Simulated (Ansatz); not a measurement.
A structure relaxed at PBE0-D4/def2-TZVP, charge 0, multiplicity 1:

```xyz
8

C    -0.0835    0.5982    2.4918
C     0.0045    0.6715    1.2969
O     0.1034    0.7844    0.0178
Ga   -0.0068   -0.6072   -1.1302
O     0.1610   -0.1845   -2.8286
Cl   -0.3135   -2.5592   -0.4248
H    -0.1607    0.5403    3.5494
H     0.2955    0.7564   -2.9723
```

Question: Give its formula and SMILES.

Answer: C2H2ClGaO2, `C#C[O][Ga]([OH])[Cl]`.

Question: Point group (tolerance 0.08 Å, 0.16 Å for H)?

Answer: Cs.

Question: Summarise the bond lengths by kind.

Answer: 1 × C–C 1.200 Å; 1 × C–H 1.062 Å; 1 × C–O 1.288 Å; 2 × Ga–O 1.758 to 1.807 Å; 1 × Cl–Ga 2.098 Å; 1 × H–O 0.961 Å.

All numbers were calculated with Ansatz.
